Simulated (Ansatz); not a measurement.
Z-matrix (Å, degrees):
```
C
C 1 1.516
H 1 1.092 2 111.2
H 1 1.095 2 111.0 3 -120.3
H 1 1.092 2 110.4 3 119.7
S 2 1.817 1 108.0 3 60.9
Sb 2 2.182 1 113.9 3 -60.4
H 2 1.092 1 110.0 3 179.3
H 6 1.343 2 97.8 1 178.5
H 7 1.708 2 92.5 1 42.0
H 7 1.717 2 94.5 1 -49.7
```

Total charge 0; spin multiplicity 1. Sb: def2 effective core potential.

(1) List the PBE/def2-TZVPP orbital energies in eV (Ansatz 0.2.0). (Estimate.)

Results:

(1) Ansatz gave: Occupied: -2395.83, -270.23, -269.07, -208.76, -154.94, -154.83, -154.64, -149.41, -102.32, -102.31, -102.17, -32.69, -32.68, -32.57, -32.57, -32.50, -20.08, -17.59, -15.05, -13.63, -11.62, -10.50, -9.74, -9.06, -8.67, -8.06, -7.64, -6.26, -5.48. Lowest empty: -1.46, -0.72, -0.08, 0.07, 0.71, 1.05, 1.43, 2.07.
